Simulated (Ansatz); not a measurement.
A search over several starts for the lowest SCF solution of the cluster ReO3 at the given spin, in a small basis.

```yaml
crystal:
  periodic: [false, false, false]
  atoms:
    - {symbol: Re, position_ang: [-0.253746, 0.370222, 0.636219]}
    - {symbol: O, position_ang: [-1.185261, 1.279800, -0.369743]}
    - {symbol: O, position_ang: [0.188422, -1.298825, -0.069043]}
    - {symbol: O, position_ang: [1.250584, -0.351197, -0.197434]}
basis:
  gaussian: {orbitals: def2-SVP}
magnetization: {spin_polarized: true, initial_magnetization: 1}
hamiltonian: {xc: pbe0, dispersion: d4}
output: {orbitals: {seedname: orbitals}}
```

```sh
$ ansatz run in.yaml --threads 4 --pin off --events-out ev --progress --plain --max-ram 3916MiB
```

It prints (some lines left out):

```
Functional definition: PBE0
702 factors; integrals over basis functions are off by at most 8.1e-4 eV
mean field evaluation 1: about -8248.3092 eV, gradient 4.5e1 eV
mean field evaluation 2: about -8146.6786 eV, gradient 1.6e2 eV
mean field evaluation 4: about -8254.5188 eV, gradient 1.9e1 eV
mean field evaluation 8: about -8256.1482 eV, gradient 5.4e-1 eV
mean field evaluation 16: about -8256.1508 eV, gradient 1.5e-2 eV
mean field evaluation 32: about -8256.1237 eV, gradient 8.5e-1 eV
mean field -8256.16168848 eV, -303.4083458244 hartree, gradient 1.1e-5 eV, S^2 0.980211; 4 other end points of the search recorded, 0 dependent functions left out
reference -8256.16172343 eV, -303.4083471086 hartree; 20, 19 occupied and 54, 55 virtual orbitals, 702 factors
Total energy: -8256.23468899 eV, -303.4110285434 hartree
```

Run time 3.3 s (4 threads of AMD EPYC 9B14 on a shared host).

In the def2 sets Re takes a core potential; there is no spin–orbit coupling. The structure holds one bond between oxygen atoms, so isomers without such links may lie far lower. The charge 0 doublet is spin-contaminated (final ⟨S²⟩ up to 0.98, 0.75 for a pure state). The structure comes from a short search, and lower isomers may exist.
